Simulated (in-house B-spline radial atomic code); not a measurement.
A fraction x of an electron is removed from 4p in the cerium ion Ce⁴⁺, starting from [Kr] 4d10 5s2 5p6 and keeping the highest spin. Level of theory: scalar-relativistic (X2C) SCAN, spin-polarised, spherical fractional occupations, Fermi nucleus of rms radius 4.8771 fm; calculated with a B-spline radial code for spherical atoms.

```json
{"x": "0", "E(x) - E(0) (eV)": "0.0000", "4p down level (eV)": "-259.666"}
{"x": "0.19", "E(x) - E(0) (eV)": "49.7774", "4p down level (eV)": "-264.310"}
{"x": "0.31", "E(x) - E(0) (eV)": "?", "4p down level (eV)": "?"}
{"x": "0.42", "E(x) - E(0) (eV)": "111.2180", "4p down level (eV)": "-269.962"}
{"x": "0.5", "E(x) - E(0) (eV)": "132.8938", "4p down level (eV)": "-271.934"}
{"x": "0.6", "E(x) - E(0) (eV)": "?", "4p down level (eV)": "?"}
{"x": "0.67", "E(x) - E(0) (eV)": "179.4792", "4p down level (eV)": "-276.129"}
{"x": "0.83", "E(x) - E(0) (eV)": "223.9765", "4p down level (eV)": "-280.089"}
{"x": "0.9", "E(x) - E(0) (eV)": "243.6434", "4p down level (eV)": "-281.822"}
{"x": "1", "E(x) - E(0) (eV)": "271.9493", "4p down level (eV)": "-284.295"}
```

(1) What belongs in the row x = 0.31?

(2) What belongs in the row x = 0.6?

(3) Check Janak's theorem between x = 0.42 and 0.5.

## Answers

(1) An energy change of 81.6712 eV; 4p down at -267.254 eV.

(2) An energy change of 160.2106 eV; 4p down at -274.401 eV.

(3) The slope of the energy is 270.95 eV; the orbital levels give 270.95 eV (-ε of the emptying orbital, averaged over the two points).
